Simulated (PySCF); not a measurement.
Nb(F)5 anion (F₅Nb), SMILES [F][Nb]([F])([F])([F])[F] (connectivity only; charge and spin as stated), charge -1, multiplicity 2. Atoms are numbered in the order given.

```xyz
6

Nb     0.0000     0.0000     0.0310
F      0.0000     1.5549    -1.1180
F     -1.9999     0.0000     0.0758
F      1.9999     0.0000     0.0758
F      0.0000    -1.5549    -1.1180
F      0.0000     0.0000     1.9432
```
Charge -1, spin multiplicity 2.

Geometry: PBE-D3(BJ)/def2-SVPD. The geometry has at least one imaginary mode, so it is a saddle point at that level. The multiplicity is an assumed one; no other spin state was optimised. The isomer is the one that the SMILES or the coordinates give; other isomers of the formula were not compared. The def2 effective core potentials stand for the cores of Nb; spin–orbit coupling is left out.

The numbers are results of PySCF with PBE-D3(BJ)/def2-SVPD, not measurements.

Frequencies are harmonic and unscaled.

Give all harmonic wavenumbers and intensities. (An estimate is asked for; the answer gives what the named calculation found.)


```tsv
mode	ν (cm⁻¹)	IR (km/mol)	moving atoms (share of kinetic energy)
1	55i	0.0	F 100 %
2	71	23.9	F 87 %, Nb 13 %
3	100	6.1	F 98 %
4	162	33.2	F 80 %, Nb 20 %
5	179	8.3	F 92 %, Nb 8 %
6	187	17.3	F 80 %, Nb 20 %
7	235	5.4	F 90 %, Nb 10 %
8	497	0.0	F 100 %
9	520	222.0	F 82 %, Nb 18 %
10	536	360.5	F 68 %, Nb 32 %
11	599	0.4	F 100 %
12	624	247.9	F 71 %, Nb 29 %
```
